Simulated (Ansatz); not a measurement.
Frontier orbitals of BFGeH4Si, SMILES `F[SiH]1[BH][GeH2]1`.

Charge 0, multiplicity 1. Correlated methods include outer-core shells of Ge, which these sets cover unevenly. Scalar relativity is left out up to krypton. All single points use the PBE0-D4/def2-TZVP geometry. Basis def2-TZVPP, Ansatz.

Orbital energies of one run (eV). Highest occupied ones, from the top: -6.49, -8.36, -9.45, -10.03, -11.93, -13.00, -13.18, -13.38, -15.37, -16.76, -33.71, -33.76, -33.80, -33.86. Empty: -2.50, -0.40, -0.22, 0.84, 0.92, 1.84.

Question: Which functional gave them?
A. ωB97X-V
B. PBE0
C. LC-ωPBE
D. CAM-B3LYP

Answer: B. HOMO energies: PBE0 -6.49, ωB97X-V -8.38, LC-ωPBE -8.64, CAM-B3LYP -7.51 eV.

LC-ωPBE has ω = 0.4 bohr⁻¹.
